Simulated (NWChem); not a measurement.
System: BNH3 cation

```xyz
5

B      0.0000     0.0000    -0.7758
N      0.0000     0.0000     0.5444
H      0.0000     0.0000    -1.9486
H      0.0000     0.8564     1.1079
H      0.0000    -0.8564     1.1079
```
Atoms are numbered in this order, from 1.

Structure relaxed at the B3LYP/6-31G* (spherical d) level.

 Unshifted, non-relativistic core excitations; the lowest 4 roots alone, so stronger bands may lie above.

**Question.** List the first B K-edge excitations from B3LYP/cc-pVTZ, restricted-window TDA (NWChem).

**Answer.** 
```
state  energy (eV)  dipole oscillator strength           leading excitation (squared amplitude)
-----  -----------  --------------------------  -----------------------------------------------
S1           181.8                      0.0809    1s of atom 1 or its equivalents → LUMO (0.99)
S2           183.7                      0.0674  1s of atom 1 or its equivalents → LUMO+1 (0.99)
S3           186.5                      0.0001  1s of atom 1 or its equivalents → LUMO+2 (0.97)
S4           188.9                      0.0073  1s of atom 1 or its equivalents → LUMO+4 (0.97)
```
